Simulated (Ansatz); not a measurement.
Ansatz (a quantum-chemistry and plane-wave program) input:

Ansatz 0.2 input:
```yaml
crystal:
  periodic: [false, false, false]
  atoms:
    - {symbol: In, position_ang: [-0.00543253, -0.02951486, -0.00732699]}
    - {symbol: H, position_ang: [0.34665474, -1.73000369, 0.11052145]}
    - {symbol: H, position_ang: [-0.35567429, 1.67160886, -0.12452116]}
basis:
  gaussian:
    orbitals: def2-TZVP
hamiltonian:
  xc: b3lyp
  dispersion: d3bj
total_charge: 1
relax: {f_tol: 0.002, max_steps: 150}
```

Which total energy does the run end on?

-191.10217 Eh (B3LYP-D3(BJ)/def2-TZVP). The basis has 62 functions.
